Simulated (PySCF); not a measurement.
**Working out the ionisation energy of Mn⁺**

Mn⁺ [Ar] 3d5 4s1 (7S) → Mn²⁺ [Ar] 3d5 (6S). All numbers are calculated (PySCF 2.14, the spin-free X2C one-electron Hamiltonian (Gaussian nucleus), in x2c-TZVPPall (6s5p4d2f1g, 64 functions)). Frozen: [Ne]. Energies in hartree (1 hartree = 27.21139 eV):

```tsv
part	Mn⁺ (lower)	Mn²⁺ (upper)
UHF	-1157.152926	-1156.606975
MP2 opposite-spin	-0.247091	-0.237366
MP2 same-spin	-0.160185	-0.142326
```

Problem. What does Hartree-Fock give?

Solution. (-1156.606975) − (-1157.152926) = 0.545951 hartree = 14.856 eV.

Problem. What do MP2 and SCS-MP2 (6/5 opposite-spin, 1/3 same-spin) give?

Solution. The opposite-spin parts differ by 0.265 eV and the same-spin parts by 0.486 eV. MP2: 14.856 + (0.265) + (0.486) = 15.607 eV. SCS-MP2: 14.856 + 1.2 × (0.265) + (0.486)/3 = 15.336 eV.

Measured between the centres of the two terms (NIST): 15.640 eV, so MP2 (valence and next inner shell) is off by -0.033 eV.

What remains against the reference includes basis incompleteness, the frozen core and correlation beyond second order.
